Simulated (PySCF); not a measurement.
Compound: C2H9N3Si2.
SMILES: `C=CN1[SiH2]N[Si@H]1N`

Theory: TDDFT PBE0/def2-SVPD, vertical, gas phase, core orbitals frozen in the response (PySCF 2.14.0, density-fitted response routines). Isolated species at its GFN2-xTB geometry (one conformer only). Torsions of this conformer, `[CH2:1]=[CH:2][N:3]1[SiH2:4][NH:5][Si@H:6]1[NH2:7]`: C1–C2–N3–Si4 -1°, H–N7–Si6–N5 53°, H–N7–Si6–N5 -87°.

Computed states:

| state | E (eV) | f |
| --- | --- | --- |
| S1 | 4.58 | 0.0019 |
| S2 | 5.49 | 0.015 |
| S3 | 5.73 | 0.020 |
| S4 | 5.94 | 0.024 |
| S5 | 6.00 | 0.030 |
| S6 | 6.07 | 0.036 |
| S7 | 6.15 | 0.302 |
| S8 | 6.73 | 0.016 |

Each state is given a Gaussian of 0.25 eV full width at half maximum, with ε(max) = 2.175×10⁸ f / Δν̃ (Δν̃ the width in cm⁻¹). The width is an assumption, not a result. The curve ends short of the highest state used, and states not computed would add to its high-energy end.

Question: Give the broadened spectrum and its maxima.

Answer: 
```tsv
E (eV)	ε (L mol⁻¹ cm⁻¹)
4.20	0
4.28	4
4.37	32
4.45	102
4.54	193
4.62	186
4.70	102
4.79	26
4.87	4
4.95	0
5.04	0
5.12	4
5.21	57
5.29	301
5.37	911
5.46	1667
5.54	1844
5.63	2021
5.71	2587
5.79	3484
5.88	6915
5.96	15154
6.04	28393
6.13	37685
```

Maxima: 271 nm (4.58 eV), ε about 200, made up of S1 (100%) (ε in L mol⁻¹ cm⁻¹; maxima over ε = 5, shares over 10%). At its high-energy end, 6.13 eV, the curve is still rising (ε about 38000, from S7).

Question: Coming from long wavelengths, where does ε first pass 100 L mol⁻¹ cm⁻¹?

Answer: At about 279 nm (4.45 eV), 0.13 eV below S1.

Question: On this curve, what absorbance would a 10⁻⁴ mol/L sample give at 280 nm over a 1 cm path?

Answer: 280 nm is 4.428 eV, where ε is about 78 L mol⁻¹ cm⁻¹, so A = ε c l ≈ 0.0078 (Beer–Lambert, with the gas-phase spectrum and the assumed width).

Question: What would ε be at 4.58 eV, the highest of these maxima, with half the width (0.125 eV)?

Answer: About 406 L mol⁻¹ cm⁻¹ against 204, a factor of about 1.99; a lone state at its own centre would give exactly 2.

Hardware: an AMD EPYC with one thread, shared host with 64 logical CPUs at a one-minute load of 47. Cost: 80 s of wall time, 0.90 GiB resident at most.
